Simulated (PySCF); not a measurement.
All values below come from PySCF with B3LYP-D3(BJ)/def2-TZVP // PBE0-D4/def2-TZVP. Isolated molecules, 0 K electronic values unless said otherwise. One relaxed conformer stands for a flexible species; it need not be the lowest. B3LYP has the VWN-RPA correlation part, as in Gaussian. Delta-SCF ions had no search for a lower state. Excitations are Tamm–Dancoff values on a coarser integration grid. The basis has no diffuse functions, so Rydberg states are missing or too high.

Reference species (SMILES): `N[SiH2]Cl` (neutral, multiplicity 1).

| Item | Value |
|---|---|
| T1 excitation (TDA) | 6.30 eV |
| vertical ionisation energy (Delta-SCF) | 10.33 eV |
| HOMO–LUMO gap | 7.89 eV |

After one change: the T1 excitation (TDA) rises by 0.81 eV; the vertical ionisation energy (Delta-SCF) rises by 0.89 eV; the HOMO–LUMO gap increases by 0.81 eV.

### Question
Which change was made? The new species is one of these.
(A) `O=C[SiH2]Cl` (O–C–Si–Cl torsion 180°)
(B) `C#C[SiH2]Cl`
(C) `O=C(O)[SiH2]Cl` (Si–C–O–H torsion -180°, O–C–Si–Cl torsion 179°)
(D) `Cl[SiH2]Cl`

### Answer
D, `Cl[SiH2]Cl`
